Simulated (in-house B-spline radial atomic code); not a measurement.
# B3LYP (VWN-RPA) excitations of Mg IX (Mg8+)

Method: B3LYP (VWN-RPA). Computed with a B-spline radial code for spherical atoms: linear response of the closed shell [He] 2s2 with the functional's adiabatic kernel; non-relativistic, point nucleus, no spin-orbit coupling, no double excitations, S, P, D and F terms only.

Command:
```bash
python run_td.py task.json out
```
Settings (radii: box in bohr, nucleus in fm):
```
Z                        12
electrons                4
configuration            [He] 2s2
hamiltonian              nr
method                   b3lyp
box_radius               11.59
intervals                48
```

Cost of the run: 0.1 s on 1 thread of Intel(R) Xeon(R) Platinum 8488C (Sapphire Rapids), with other jobs on the host.

The lowest states, in the order of their Tamm-Dancoff energies; the method's threshold (minus the highest occupied level) is 312.30 eV. Labels give the largest channel, * marks a mixed state, and oscillator strengths are full-response dipole values. Semilocal kernels can invert the small singlet-triplet splittings of Rydberg terms. Energies in eV:

```tsv
state	full response	Tamm-Dancoff	oscillator strength
2s → 2p 3P	12.111	14.508	-
2s → 2p 1P	30.18	31.57	0.294
2s → 3s 3S	184.06	184.08	-
2s → 3s 1S	188.90	188.95	-
2s → 3p 3P	190.84	190.86	-
2s → 3p 1P	?	?	?
2s → 3d 3D	194.96	195.02	-
2s → 3d 1D	199.19	199.19	-
2s → 4s 3S	245.49	245.50	-
2s → 4s 1S	?	?	-
```

Problem. Where does 2s → 3p 1P lie?

Solution. At 193.31 eV in full response, 193.32 eV in Tamm-Dancoff, oscillator strength 0.559.

Problem. Where does 2s → 4s 1S lie?

Solution. At 246.83 eV in full response, 246.84 eV in Tamm-Dancoff.

Problem. How large is the singlet-triplet splitting of 2s → 2p (P terms) in Tamm-Dancoff?

Solution. 17.1 eV, from the unrounded values.

Problem. What polarisabilities and dispersion coefficient does the method give?

Solution. Dipole 0.2565 bohr³, quadrupole 0.0264 bohr⁵, C6 0.06176 hartree·bohr⁶ for two such species.
